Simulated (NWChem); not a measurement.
System: AlClF$_{2}$; SMILES [F][Al]([F])[Cl]

Excerpt of the output:

```
             Northwest Computational Chemistry Package (NWChem) 7.3.0
             --------------------------------------------------------

 C2V symmetry detected

                             Geometry "geometry" -> ""
                             -------------------------

 Output coordinates in angstroms (scale by  1.889725989 to convert to a.u.)

  No.       Tag          Charge          X              Y              Z
 ---- ---------------- ---------- -------------- -------------- --------------
    1 Al                  13.0000     0.00000000     0.00000000     0.41825890
    2 F                    9.0000     0.00000000    -1.41829300     1.25461990
    3 F                    9.0000     0.00000000     1.41829300     1.25461990
    4 Cl                  17.0000     0.00000000     0.00000000    -1.64826610

 Effective nuclear repulsion energy (a.u.)     197.0274091388

      Symmetry information
      --------------------

 Group name             C2v
 Group number             16
 Group order               4
 No. of unique centers     3

                                 NWChem DFT Module
                                 -----------------

 Summary of "ao basis" -> "ao basis" (spherical)
 ------------------------------------------------------------------------------
       Tag                 Description            Shells   Functions and Types
 ---------------- ------------------------------  ------  ---------------------
 Al                          6-31g*                  8       18   4s3p1d
 F                           6-31g*                  6       14   3s2p1d
 Cl                          6-31g*                  8       18   4s3p1d

      Symmetry analysis of basis
      --------------------------

        a1         28
        a2          6
        b1         12
        b2         18

            General Information
            -------------------
          SCF calculation type: DFT
          Wavefunction type:  closed shell.
          No. of atoms     :     4
          No. of electrons :    48
           Alpha electrons :    24
            Beta electrons :    24
          Charge           :     0
          Spin multiplicity:     1
          Use of symmetry is: on ; symmetry adaption is: on
          Maximum number of iterations: 150
          AO basis - number of functions:    64
                     number of shells:    28
          Convergence on energy requested:  1.00D-06
          Convergence on density requested:  1.00D-05
          Convergence on gradient requested:  5.00D-04

              XC Information
              --------------
                     r^2SCAN0 Method XC Functional
                     Hartree-Fock (Exact) Exchange  0.250
               r^2SCAN metaGGA Exchange Functional  0.750
                     r^2SCAN Correlation Potential  1.000

             Grid Information
             ----------------
          Grid used for XC integration:  medium
          Radial quadrature: Mura-Knowles
          Angular quadrature: Lebedev.
          Tag              B.-S. Rad. Rad. Pts. Rad. Cut. Ang. Pts.
          ---              ---------- --------- --------- ---------
          Al                  1.25       88           8.0       590
          F                   0.50       49           9.0       434
          Cl                  1.00       88           9.0       590
          Grid pruning is: on
          Number of quadrature shells:   225
          Spatial weights used:  Erf1

      Superposition of Atomic Density Guess
      -------------------------------------

 Sum of atomic energies:        -900.05389746

      Non-variational initial energy
      ------------------------------

 Total energy =    -900.347991
 1-e energy   =   -1642.321291
 2-e energy   =     544.945891
 HOMO         =      -0.471312
 LUMO         =      -0.058918

      Symmetry analysis of molecular orbitals - initial
      -------------------------------------------------

  Numbering of irreducible representations:

     1 a1          2 a2          3 b1          4 b2

  Orbital symmetries:

     1 a1          2 a1          3 a1          4 b2          5 a1
     6 a1          7 b2          8 b1          9 a1         10 b2
    11 a1         12 b1         13 a1         14 b2         15 a1
    16 a1         17 b2         18 a1         19 b1         20 a2
    21 b2         22 a1         23 b1         24 b2         25 a1
    26 b1         27 b2         28 a1         29 a1         30 b1
    31 b2         32 a1         33 a1         34 b1

     ---------------------------------------------
      Total Density - Mulliken Population Analysis
     ---------------------------------------------

    Atom       Charge   Shell Charges
 -----------   ------   -------------------------------------------------------
    1 Al  13    11.20   2.00  2.00  5.97  0.46  0.46  0.06  0.08  0.18
    2 F    9     9.71   2.00  0.95  3.51  1.02  2.23  0.01
    3 F    9     9.71   2.00  0.95  3.51  1.02  2.23  0.01
    4 Cl  17    17.37   2.00  2.00  5.98  1.37  3.69  0.55  1.77  0.01

   convergence    iter        energy       DeltaE   RMS-Dens  Diis-err
 ---------------- ----- ----------------- --------- --------- ---------
 d= 0,ls=0.0,diis     1   -902.2329093333 -1.10D+03  1.84D-02  8.34D-01
 d= 0,ls=0.0,diis     2   -902.1930606713  3.98D-02  8.75D-03  1.55D+00
 d= 0,ls=0.0,diis     3   -902.3217950433 -1.29D-01  1.09D-03  5.07D-03
 d= 0,ls=0.0,diis     4   -902.3221895578 -3.95D-04  4.88D-04  1.03D-03
 d= 0,ls=0.0,diis     5   -902.3223375871 -1.48D-04  7.62D-05  2.15D-05
  Resetting Diis
 d= 0,ls=0.0,diis     6   -902.3223408745 -3.29D-06  1.23D-05  5.42D-07
 d= 0,ls=0.0,diis     7   -902.3223409531 -7.86D-08  3.25D-06  2.63D-08

         Total DFT energy =     -902.322340953118
      One electron energy =    -1644.726625623387
           Coulomb energy =      613.290501004917
    Exchange-Corr. energy =      -67.913625473409
 Nuclear repulsion energy =      197.027409138761

 Numeric. integr. density =       48.000002588248

                  Occupations of the irreducible representations
                  ----------------------------------------------

                     irrep           alpha         beta
                     --------     --------     --------
                     a1               12.0         12.0
                     a2                1.0          1.0
                     b1                4.0          4.0
                     b2                7.0          7.0

                       DFT Final Molecular Orbital Analysis
                       ------------------------------------

 Vector   22  Occ=2.000000D+00  E=-4.299527D-01  Symmetry=a1
              MO Center= -4.9D-17,  6.6D-14, -6.1D-01, r^2= 3.5D+00
   Bfn.  Coefficient  Atom+Function         Bfn.  Coefficient  Atom+Function
  ----- ------------  ---------------      ----- ------------  ---------------
    55      0.551600  4 Cl pz                23      0.273652  2 F  pz
    37      0.273652  3 F  pz                51     -0.218477  4 Cl pz
    59      0.213940  4 Cl pz                 9     -0.192169  1 Al pz
    27      0.187308  2 F  pz                41      0.187308  3 F  pz
    52     -0.115899  4 Cl s                  6      0.114528  1 Al s

 Vector   23  Occ=2.000000D+00  E=-3.797719D-01  Symmetry=b1
              MO Center= -1.4D-14, -3.0D-15, -1.5D+00, r^2= 1.4D+00
   Bfn.  Coefficient  Atom+Function         Bfn.  Coefficient  Atom+Function
  ----- ------------  ---------------      ----- ------------  ---------------
    53      0.697561  4 Cl px                57      0.387704  4 Cl px
    49     -0.273499  4 Cl px                 7      0.088727  1 Al px
    21     -0.068933  2 F  px                35     -0.068933  3 F  px
    17      0.065363  1 Al d  1              25     -0.053292  2 F  px
    39     -0.053292  3 F  px                 3     -0.035463  1 Al px

 Vector   24  Occ=2.000000D+00  E=-3.723678D-01  Symmetry=b2
              MO Center= -2.2D-17, -6.7D-16, -1.5D+00, r^2= 1.7D+00
   Bfn.  Coefficient  Atom+Function         Bfn.  Coefficient  Atom+Function
  ----- ------------  ---------------      ----- ------------  ---------------
    54      0.702910  4 Cl py                58      0.379518  4 Cl py
    50     -0.274308  4 Cl py                23     -0.109291  2 F  pz
    37      0.109291  3 F  pz                27     -0.082259  2 F  pz
    41      0.082259  3 F  pz                15     -0.061566  1 Al d -1
     8      0.032402  1 Al py                26     -0.028110  2 F  py

 Vector   25  Occ=0.000000D+00  E=-3.797949D-02  Symmetry=a1
              MO Center=  2.7D-15,  9.1D-15,  2.6D-01, r^2= 4.0D+00
   Bfn.  Coefficient  Atom+Function         Bfn.  Coefficient  Atom+Function
  ----- ------------  ---------------      ----- ------------  ---------------
    10      1.063382  1 Al s                 56     -0.350726  4 Cl s
     6      0.323288  1 Al s                 59     -0.302733  4 Cl pz
    55     -0.271273  4 Cl pz                24     -0.235068  2 F  s
    38     -0.235068  3 F  s                  2     -0.213201  1 Al s
    52     -0.195263  4 Cl s                 18      0.129321  1 Al d  2

 Vector   26  Occ=0.000000D+00  E=-4.836428D-03  Symmetry=b1
              MO Center=  7.2D-16, -2.0D-15,  3.6D-01, r^2= 4.0D+00
   Bfn.  Coefficient  Atom+Function         Bfn.  Coefficient  Atom+Function
  ----- ------------  ---------------      ----- ------------  ---------------
    11      0.605682  1 Al px                 7      0.578898  1 Al px
    53     -0.227836  4 Cl px                57     -0.211860  4 Cl px
     3     -0.184664  1 Al px                21     -0.176365  2 F  px
    35     -0.176365  3 F  px                25     -0.171208  2 F  px
    39     -0.171208  3 F  px                49      0.083444  4 Cl px

[...]
```

Level: r2SCAN0/6-31G* (spherical d). Coordinates come from a PBE0/def2-SVP optimisation.

### Question
Write an input that gives this output.

### Answer
One answer among several that fit: the input that was run:
```
start job
memory heap 200 mb stack 900 mb global 1100 mb
geometry units angstroms noautoz
  Al     0.000000     0.000000     0.421126
  F      0.000000    -1.418293     1.257487
  F      0.000000     1.418293     1.257487
  Cl     0.000000     0.000000    -1.645399
end
basis spherical
  Al library 6-31g*
  F library 6-31g*
  Cl library 6-31g*
end
dft
  xc r2scan0
  iterations 150
  mulliken
end
task dft energy
```
